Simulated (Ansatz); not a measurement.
`Fc1cc(-c2sc(-c3sc(S)cc3F)cc2F)sc1S`. The state is a singlet with charge 0. Geometry r2SCAN-D4/def2-SVP, basis def2-TZVP, Ansatz.

```
run  HOMO (eV)  LUMO (eV)
  A      -5.66      -2.30
  B      -5.57      -2.30
  C      -4.86      -2.83
  D      -6.62      -1.41
  E      -4.73      -2.85
  F      -5.18      -2.63
```

Single mean-field runs in def2-TZVP are fitted with def2-universal-jkfit.

Problem. The runs used CAM-B3LYP, PBE, PBE0, r2SCAN, r2SCAN0, r2SCANh. Estimate which is which.

Solution. A r2SCAN0 (25 % exact exchange); B PBE0 (25 % exact exchange); C r2SCAN (0 % exact exchange); D CAM-B3LYP (range-separated); E PBE (0 % exact exchange); F r2SCANh (10 % exact exchange). Exact exchange lowers occupied and raises empty levels; among semilocal functionals meta-GGAs tend to open the gap a little, and such runs are hard to tell apart. The gap grows from 1.88 eV (PBE) to 5.21 eV (CAM-B3LYP).
